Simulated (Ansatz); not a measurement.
Consider the hydrogen abstraction from the Si–H bond: `CO[SiH](O)F` + `[CH3]`• → `CO[Si](O)F`• + CH₄.

Calculated with Ansatz (gas phase, PBE0-D4/def2-TZVP geometries, no zero-point term in ΔE). CBS: MP2 limit from def2 TZ/QZ plus the TZ coupled-cluster correction, frozen cores. This one scheme is used for every species. DFT in def2-TZVPP. B3LYP here is the variant with VWN-RPA as its local correlation; programs differ in this. HSE06 is defined as in plane-wave codes. No spin–orbit coupling; open shells (•) take unrestricted orbitals. Each species was taken in one conformer, which may not be the lowest.

`CO[SiH](O)F`:

Cartesian coordinates in Å:
```
C 0.215 -0.944 -1.301
O 0.459 -0.503 0.018
Si -0.140 0.850 0.685
O 0.184 0.838 2.272
F -1.712 0.877 0.413
H 0.636 -0.250 -2.036
H -0.857 -1.054 -1.491
H 0.695 -1.915 -1.427
H 0.411 2.090 0.118
H 0.109 0.011 2.749
```

`[CH3]`•:

```xyz
4

C     0.000    0.000    0.000
H     0.080    0.122   -1.070
H    -0.792    0.495    0.542
H     0.712   -0.617    0.528
```

`CO[Si](O)F`•:

Cartesian coordinates in Å:
```
C 0.447 -1.322 -0.595
O -0.239 -0.096 -0.437
Si 0.131 1.073 0.640
O -1.003 2.242 0.541
F 0.041 0.510 2.131
H 0.000 -1.849 -1.438
H 1.510 -1.162 -0.805
H 0.352 -1.942 0.300
H -1.240 2.546 -0.337
```

CH₄:

Z-matrix (Å, degrees):
```
C
H 1 1.090
H 1 1.090 2 109.5
H 1 1.090 2 109.5 3 -120.0
H 1 1.090 2 109.5 3 120.0
```

```csv
level,ΔE (kcal/mol),difference from CCSD(T)/CBS
LDA (SPW92),-17.7,-9.3
PBE-D4,-14.5,-6.1
revPBE-D4,-13.7,-5.3
BLYP-D4,-12.2,-3.8
r2SCAN-D4,-9.8,-1.4
B97M-V,-9.6,-1.2
PBE0-D4,-11.3,-2.9
B3LYP-D4,-9.9,-1.5
r2SCANh-D4,-9.2,-0.8
r2SCAN0-D4,-8.2,0.2
HSE06-D4,-11.4,-3.0
BHLYP-D4,-6.1,2.3
ωB97X-V,-9.0,-0.6
ωB97M-V,-8.2,0.2
B2PLYP,-9.4,-1.0
PBE-QIDH,-9.4,-1.0
PBE,-14.6,-6.2
BLYP,-12.4,-4.0
r2SCAN,-9.9,-1.5
B3LYP,-10.1,-1.7
r2SCANh,-9.2,-0.8
r2SCAN0,-8.3,0.1
HSE06,-11.5,-3.1
BHLYP,-6.3,2.1
CAM-B3LYP,-9.1,-0.7
LC-ωPBE,-9.9,-1.5
RPA@PBE/def2-TZVPP,-8.6,-0.2
HF/def2-SVP,0.2,8.6
MP2/def2-SVP,-9.0,-0.6
CCSD/def2-SVP,-6.4,2.0
CCSD(T)/def2-SVP,-7.3,1.1
HF/def2-TZVPP,-0.8,7.6
MP2/def2-TZVPP,-10.1,-1.7
SCS-MP2/def2-TZVPP,-8.4,0.0
CCSD/def2-TZVPP,-6.8,1.6
CCSD(T)/def2-TZVPP,-8.0,0.4
SCS-MP2/def2-QZVPP,-8.6,-0.2
HF/CBS(def2),-1.2,7.2
MP2/CBS(def2),-10.5,-2.1
CCSD/CBS(def2),-7.2,1.2
CCSD(T)/CBS,-8.4,0
```

Task: What do rigid-rotor, harmonic-oscillator terms from PBE0-D4/def2-TZVP frequencies (298.15 K, 1 bar) make of the CCSD(T)/CBS value? (Best estimate.)

Result: Computed: ΔZPE = +3.3 kcal/mol, ΔH = -5.1 kcal/mol, ΔS = 0 J/(mol·K), ΔG = -5.1 kcal/mol. Open shells count their whole term as degenerate.

Largest T1 diagnostic among the species: 0.014.

From PBE to PBE0 (25 % exact exchange), in def2-TZVPP and without D4, ΔE moves by +3.2 kcal/mol. In def2-TZVPP, CCSD(T) changes the Hartree–Fock value by −7.1 kcal/mol (the triples alone add −1.2 kcal/mol) and MP2 by −9.2 kcal/mol. Leaving LDA and LC-ωPBE aside and taking each functional with its dispersion term where it has one, the values spread over 8.4 kcal/mol, from PBE-D4 to BHLYP-D4. LDA lies −3.1 kcal/mol from PBE without D4.
